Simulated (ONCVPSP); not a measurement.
## Configuration tests for sulfur (S) (ONCV)

ONCVPSP 4.0.1 input, shortened (lines: element, Z, core and valence counts, functional; n l f; lmax; l rc ep ncon nbas qcut; lloc lpopt rc5 dvloc0; l nproj debl; icmod fcfact rcfact), PBEsol, non-relativistic:

```
  S 16.00    3    2  -116133      upf
    1    0    2.00
    2    0    2.00
    2    1    6.00
    3    0    2.00
    3    1    4.00
    2
    0    1.45    0.00    4    9    5.50
    1    1.65    0.00    3    7    4.30
    2    1.25    0.04    5    8    8.80
    4    1    0.95    3.00
    0    2    1.60
    1    3    3.50
    2    2    3.10
    0    0.00    0.00
```

Energies are relative to the spin-unpolarised reference configuration 3s2 3p4; without spin polarisation the order of configurations can differ from experiment.

```tsv
valence configuration	charge	ΔE all-electron (eV)	error AE − PS (meV)
3s2 3p2	+2	34.000	+11
3s1 3p5	0	10.152	+1.7
```

(1) What are ΔE and the potential's error for 3s2 3p3?

(2) What are ΔE and the potential's error for 3s2 3p1?

Levels in the configuration 3s2 3p2:

```tsv
level	all-electron (eV)	pseudo (eV)
3s	-39.181	-39.156
3p	-27.945	-27.926
```

Results:

(1) ΔE = 11.747 eV all-electron; the error (AE − PS) is +1.6 meV.

(2) ΔE = 68.008 eV all-electron; the error (AE − PS) is +48 meV.
